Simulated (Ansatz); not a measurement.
`[NH2][In]([NH2])[Cl]` and `C[O][In]([NH2])[NH2]` differ in one atom or group.

Ansatz, PBE0-D4/def2-TZVP geometries, multiplicity 1. Each molecule was computed in one conformer, which needn't be the lowest.

Elements past krypton have def2 core potentials.

```csv
property,`[NH2][In]([NH2])[Cl]`
size of the dipole moment (PBE/def2-TZVPP) / D,2.87
LUMO energy (ωB97M-V/def2-TZVPP) / eV,0.54
HOMO energy (B3LYP/def2-TZVPP) / eV,-7.25
HOMO energy (ωB97M-V/def2-TZVPP) / eV,-9.86
LUMO energy (PBE/def2-TZVPP) / eV,-2.14
HOMO energy (PBE/def2-TZVPP) / eV,-6.09
```

(1) Give the same properties after the change, and the shifts. (An estimate is asked.)

Answers

(1) Ansatz gave: 
```json
{"property": "size of the dipole moment (PBE/def2-TZVPP) / D", "`C[O][In]([NH2])[NH2]`": "2.53", "shift": "-0.34"}
{"property": "LUMO energy (ωB97M-V/def2-TZVPP) / eV", "`C[O][In]([NH2])[NH2]`": "0.57", "shift": "0.03"}
{"property": "HOMO energy (B3LYP/def2-TZVPP) / eV", "`C[O][In]([NH2])[NH2]`": "-6.86", "shift": "0.39"}
{"property": "HOMO energy (ωB97M-V/def2-TZVPP) / eV", "`C[O][In]([NH2])[NH2]`": "-9.47", "shift": "0.39"}
{"property": "LUMO energy (PBE/def2-TZVPP) / eV", "`C[O][In]([NH2])[NH2]`": "-1.92", "shift": "0.22"}
{"property": "HOMO energy (PBE/def2-TZVPP) / eV", "`C[O][In]([NH2])[NH2]`": "-5.59", "shift": "0.50"}
```

With PBE0 the HOMO rises by 0.40 eV and the LUMO rises by 0.18 eV, so the gap narrows by about 0.22 eV. PBE moves the HOMO by 0.50 eV and ωB97M-V by 0.39 eV. The zero-point energy changes by 104.4 kJ/mol with +12 modes. Dipoles are sizes alone; their direction can turn.

B3LYP here is the variant with VWN-RPA as its local correlation; programs differ in this.
